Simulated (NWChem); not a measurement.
Species: SiNH4F; SMILES [SiH2](N)F

```xyz
7

Si     0.4747     0.0857     0.0293
N     -0.3384    -1.4278     0.1486
F     -0.4855     1.3565    -0.3914
H      1.5076    -0.0343    -1.0476
H      1.0333     0.4115     1.3794
H     -0.9643    -1.6201     0.9340
H     -0.6468    -1.9193    -0.6932
```
Atoms are numbered in this order, from 1.

All runs use the structure optimised with PBE-D3(BJ)/def2-SVP.

 Unshifted, non-relativistic core excitations; the lowest 4 roots alone, so stronger bands may lie above.

Q: List the first N K-edge excitations from BHandHLYP/def2-TZVP, restricted-window TDA (NWChem).

A: 
| state | energy (eV) | dipole oscillator strength | leading excitation (squared amplitude) |
|---|---|---|---|
| S1 | 399.3 | 0.0093 | 1s of atom 2 or its equivalents → LUMO (0.90) |
| S2 | 400.4 | 0.0410 | 1s of atom 2 or its equivalents → LUMO+3 (0.82) |
| S3 | 400.6 | 0.0193 | 1s of atom 2 or its equivalents → LUMO+1 (0.86) |
| S4 | 401.7 | 0.0341 | 1s of atom 2 or its equivalents → LUMO+4 (0.62) |
